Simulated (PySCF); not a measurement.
**Shifts of the heteroatoms**

Structure with atom numbers: `[CH3:1][CH2:2][c:3]1[n:4][c:5]([CH3:6])[n:7][n:8][c:9]1[CH3:10]`; H(Xn) means a hydrogen on atom n.

How the numbers were obtained: PBE0/pcSseg-1 with gauge-including orbitals, GFN2-xTB structure, in PySCF 2.14.0 with density-fitted response routines (one conformer, equivalent nuclei averaged, non-relativistic, in vacuum).

Question: Where does $^{15}$N resonate?

Answer: 
```
atoms                  environment  σ (ppm)  δ (ppm)
   N8  pyridine-type ring nitrogen   -214.4     49.5
   N7  pyridine-type ring nitrogen   -154.9     -5.3
   N4  pyridine-type ring nitrogen    -57.9    -94.7
```

Shieldings were converted by a linear fit to measured shifts: $^{15}$N: δ = -148.07 − 0.921σ (rms 6.3 ppm, 71 shifts vs CH3NO2, solution or neat liquid). Occasional misses reach two or three times the rms, and more in compound classes unlike the fitted ones.

On a 500 MHz spectrometer $^{15}$N resonates near 50.7 MHz, so 1 ppm is 50.7 Hz.
